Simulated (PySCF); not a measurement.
Isomers of C5H8F3N.

All values: PBE0/pcSseg-1 (PySCF) at GFN2-xTB geometries, gas phase, one conformer each.

Question: Rank by HOMO energy, highest first.
A. `[H]/[N:5]=[C:4](\[CH2:3][CH2:2][CH3:1])[C:6]([F:7])([F:8])[F:9]` with C1–C2–C3–C4 -179°, C2–C3–C4–N5 -3°
B. `[CH3:1][C:2]([CH3:3])([NH2:4])[C:5]([F:6])=[C:7]([F:8])[F:9]` with C1–C2–N4–H 60° and -60°, C1–C2–C5–F6 -60°
C. `[H]/[N:3]=[C:2](\[CH3:1])[CH2:4][CH2:5][C:6]([F:7])([F:8])[F:9]` with C1–C2–C4–C5 148°, C2–C4–C5–C6 -80°
D. `[CH3:1][NH:2][C@H:3]([CH3:4])[C:5]([F:6])=[C:7]([F:8])[F:9]` with C1–N2–C3–C4 -173°, N2–C3–C5–F6 64°
E. `[H]/[N:1]=[CH:2]/[CH2:3][CH2:4][CH2:5][C:6]([F:7])([F:8])[F:9]` with N1–C2–C3–C4 5°, C2–C3–C4–C5 -67°, C3–C4–C5–C6 -178°

Answer: D (-6.76 eV), B (-7.16 eV), C (-7.55 eV), E (-7.72 eV), A (-8.15 eV).

Question: Rank by the lowest Hirshfeld charge on any atom, lowest value first.
A. `[H]/[N:3]=[C:2](\[CH3:1])[CH2:4][CH2:5][C:6]([F:7])([F:8])[F:9]` with C1–C2–C4–C5 148°, C2–C4–C5–C6 -80°
B. `[CH3:1][NH:2][C@H:3]([CH3:4])[C:5]([F:6])=[C:7]([F:8])[F:9]` with C1–N2–C3–C4 -173°, N2–C3–C5–F6 64°
C. `[H]/[N:5]=[C:4](\[CH2:3][CH2:2][CH3:1])[C:6]([F:7])([F:8])[F:9]` with C1–C2–C3–C4 -179°, C2–C3–C4–N5 -3°
D. `[H]/[N:1]=[CH:2]/[CH2:3][CH2:4][CH2:5][C:6]([F:7])([F:8])[F:9]` with N1–C2–C3–C4 5°, C2–C3–C4–C5 -67°, C3–C4–C5–C6 -178°

Answer: A (-0.229 e), C (-0.215 e), D (-0.198 e), B (-0.161 e).

Question: Rank by the lowest IAO charge on any atom, lowest value first.
A. `[CH3:1][C:2]([CH3:3])([NH2:4])[C:5]([F:6])=[C:7]([F:8])[F:9]` with C1–C2–N4–H 60° and -60°, C1–C2–C5–F6 -60°
B. `[CH3:1][NH:2][C@H:3]([CH3:4])[C:5]([F:6])=[C:7]([F:8])[F:9]` with C1–N2–C3–C4 -173°, N2–C3–C5–F6 64°
C. `[H]/[N:3]=[C:2](\[CH3:1])[CH2:4][CH2:5][C:6]([F:7])([F:8])[F:9]` with C1–C2–C4–C5 148°, C2–C4–C5–C6 -80°
D. `[H]/[N:1]=[CH:2]/[CH2:3][CH2:4][CH2:5][C:6]([F:7])([F:8])[F:9]` with N1–C2–C3–C4 5°, C2–C3–C4–C5 -67°, C3–C4–C5–C6 -178°

Answer: A (-0.576 e), C (-0.464 e), D (-0.446 e), B (-0.423 e).

All values together:

```
               SMILES  μ (D)  HOMO (eV)  LUMO (eV)  lowest IAO charge (e)  highest IAO charge (e)  lowest Hirshfeld charge (e)  highest Hirshfeld charge (e)
  [H]/N=C/CCCC(F)(F)F   4.51      -7.72      -0.25             -0.446 (N)              +0.810 (C)                   -0.198 (N)                    +0.262 (C)
[H]/N=C(\CCC)C(F)(F)F   3.89      -8.15      -0.78             -0.414 (C)              +0.792 (C)                   -0.215 (N)                    +0.254 (C)
[H]/N=C(\C)CCC(F)(F)F   3.20      -7.55       0.01             -0.464 (N)              +0.808 (C)                   -0.229 (N)                    +0.261 (C)
 CN[C@H](C)C(F)=C(F)F   1.12      -6.76       0.68             -0.423 (C)              +0.492 (C)                   -0.161 (N)                    +0.141 (C)
   CC(C)(N)C(F)=C(F)F   2.75      -7.16       0.72             -0.576 (N)              +0.499 (C)                   -0.238 (N)                    +0.145 (C)
```

Conformers: `[H]/[N:1]=[CH:2]/[CH2:3][CH2:4][CH2:5][C:6]([F:7])([F:8])[F:9]` with N1–C2–C3–C4 5°, C2–C3–C4–C5 -67°, C3–C4–C5–C6 -178°; `[H]/[N:5]=[C:4](\[CH2:3][CH2:2][CH3:1])[C:6]([F:7])([F:8])[F:9]` with C1–C2–C3–C4 -179°, C2–C3–C4–N5 -3°; `[H]/[N:3]=[C:2](\[CH3:1])[CH2:4][CH2:5][C:6]([F:7])([F:8])[F:9]` with C1–C2–C4–C5 148°, C2–C4–C5–C6 -80°; `[CH3:1][NH:2][C@H:3]([CH3:4])[C:5]([F:6])=[C:7]([F:8])[F:9]` with C1–N2–C3–C4 -173°, N2–C3–C5–F6 64°; `[CH3:1][C:2]([CH3:3])([NH2:4])[C:5]([F:6])=[C:7]([F:8])[F:9]` with C1–C2–N4–H 60° and -60°, C1–C2–C5–F6 -60°.
